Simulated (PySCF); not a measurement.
Input file for PySCF: R-B3LYP/3-21G on C3H10Si (SMILES CC[SiH2]C), a point of a torsion scan.

```python
from pyscf import gto, scf, dft, mp
from pyscf.data.elements import chemcore

mol = gto.M(
    atom='''
    C     1.94031866    0.28814255   -0.78008749
    C     0.92803471    0.43914076    0.35153607
    Si   -0.57792757   -0.73305645    0.23053218
    C    -0.20460136   -2.21953477   -0.89022748
    H     2.76684216    0.98680321   -0.65475452
    H     1.47557711    0.48645806   -1.74370778
    H     2.34997975   -0.71895963   -0.80029709
    H     1.44403444    0.27042339    1.29898266
    H     0.57987587    1.47270230    0.37909295
    H    -0.93485209   -1.20204284    1.57657807
    H    -1.71836328   -0.00046149   -0.34090691
    H     0.03728728   -1.90532127   -1.90139259
    H    -1.06370321   -2.88114883   -0.94938767
    H     0.63191927   -2.80487251   -0.51805127
    ''',
    basis='3-21g',
    charge=0, spin=0, verbose=3, max_memory=1800)
mf = dft.RKS(mol, xc='b3lyp')
mf.conv_tol = 1e-8
mf.max_cycle = 100
mf.kernel()
if not mf.converged:
    mf = mf.newton().run(mf.mo_coeff, mf.mo_occ)
```

The log:

```
converged SCF energy = -407.675852945335
```

Self-consistency was reached.

Cost: very roughly 1.8 core-seconds.
